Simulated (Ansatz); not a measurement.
A nudged elastic band was laid between two geometries of C₄H₇FTe (13 atoms, charge 0, multiplicity 1).

The calculation used RKS PBE-D4/def2-SVP (Ansatz).

```yaml
movable_images: 5
climbing_image: yes
spring: 5.0 eV/Å²
optimiser: quadratic models (default)
start_path: IDPP
force_threshold: 0.03 eV/Å
iteration_limit: 60
end_points: relaxed
```

First end point:

```xyz
13
Properties=species:S:1:pos:R:3
C 0.351 -3.164 -0.240
C 0.567 -1.842 -0.345
F 1.786 -1.320 -0.089
Te -0.866 -0.402 -1.004
C -0.206 1.105 0.458
C -0.523 2.522 0.000
H 1.185 -3.841 0.002
H -0.653 -3.578 -0.397
H -0.692 0.855 1.420
H 0.882 0.923 0.547
H -1.613 2.688 -0.128
H -0.170 3.255 0.755
H -0.028 2.764 -0.962
```

Last end point:

```xyz
13
Properties=species:S:1:pos:R:3
C 0.040 -3.190 0.054
C -0.208 -1.912 0.380
F -0.090 -1.489 1.658
Te -0.908 -0.405 -0.963
C 0.357 1.155 -0.063
C -0.197 2.550 -0.312
H 0.291 -3.920 0.840
H -0.006 -3.517 -0.993
H 0.373 0.891 1.012
H 1.373 1.024 -0.480
H -1.215 2.672 0.111
H 0.458 3.311 0.163
H -0.248 2.795 -1.393
```

(1) Which bonds break or form, and what moves?

(2) Give the energies along the band, and the barrier.

(3) What is the geometry of the highest image?

## Answers

(1) No bond is made or broken. The dihedral F3–C2–Te4–C5 goes from -42 to 42°. The two ends are copies of one structure, up to a mirror image or an exchange of like atoms.

(2) It converged. The highest image is number 3 of 0 to 6, 0.032 eV above the ends, which have the same energy within 2 meV. A vibrational analysis at the climbing image gives one clearly imaginary mode, 49i cm⁻¹: a first-order saddle point.

| image | path coordinate (Å) | energy (eV) | dihedral F3–C2–Te4–C5 (°) |
| --- | --- | --- | --- |
| 0 | 0.00 | 0.000 | -42 |
| 1 | 0.61 | 0.007 | -31 |
| 2 | 1.22 | 0.023 | -16 |
| 3 | 1.82 | 0.032 | 0 |
| 4 | 2.44 | 0.023 | 16 |
| 5 | 3.05 | 0.007 | 31 |
| 6 | 3.66 | 0.000 | 42 |

(3) 
```xyz
13
Properties=species:S:1:pos:R:3:forces:R:3
C 0.152 -3.266 -0.143 0.00 -0.01 0.00
C 0.260 -1.948 0.081 0.00 0.01 0.00
F 1.145 -1.466 0.979 0.00 0.00 0.00
Te -0.879 -0.406 -0.882 0.00 0.00 0.00
C 0.113 1.210 0.227 0.00 -0.01 0.00
C -0.428 2.567 -0.197 0.00 0.00 0.00
H 0.790 -3.973 0.409 0.00 0.00 0.00
H -0.569 -3.654 -0.874 0.00 0.00 0.00
H -0.065 0.998 1.297 0.00 0.00 0.00
H 1.194 1.101 0.020 0.00 0.00 0.00
H -1.516 2.663 0.001 0.00 0.00 0.00
H 0.082 3.374 0.372 0.00 0.00 0.00
H -0.259 2.766 -1.275 0.00 0.00 0.00
```

Time of the run: 86 s on 2 threads of Arm Neoverse V2, with other jobs on the host, peak memory 0.18 GiB.
